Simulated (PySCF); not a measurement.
**From a computed spectrum to the compound**

A species of 7 atoms with charge 0 has these harmonic modes (PBE0, small Gaussian bases with core potentials, PySCF 2.14.0):

```
cm⁻¹  km/mol  symmetry
  45    13.2          
 145   194.8          
 253    24.0          
 286   335.9          
 360   524.3          
 414    56.7          
 539   186.4          
 568    91.7          
 598   106.8          
1428   698.9          
1460   701.2          
1522    62.4          
1582   107.4          
3773   115.0          
3898   196.1
```

(1) Which species is it, and in which structure?

Results:

(1) LuH3(H2O) (singlet):
```xyz
7

Lu    0.1143   -0.1224    0.1249
H     1.1191    1.3152    0.9892
H    -0.9483   -1.3094    1.2515
H     0.7695   -0.7918   -1.6064
O    -1.1726    1.1910   -1.2022
H    -1.2601    2.1509   -1.1262
H    -0.9111    0.9877   -2.1158
```
Ideal gas at 298.15 K and 1 bar: S = 332.5 J/(mol K), Cp = 91.6 J/(mol K), H − H(0 K) = 19.4 kJ/mol (rigid rotor, harmonic modes, spin degeneracy alone; the modes under 60 cm⁻¹ make these uncertain). 
 The answer isn't unique; the calculation gave this one.
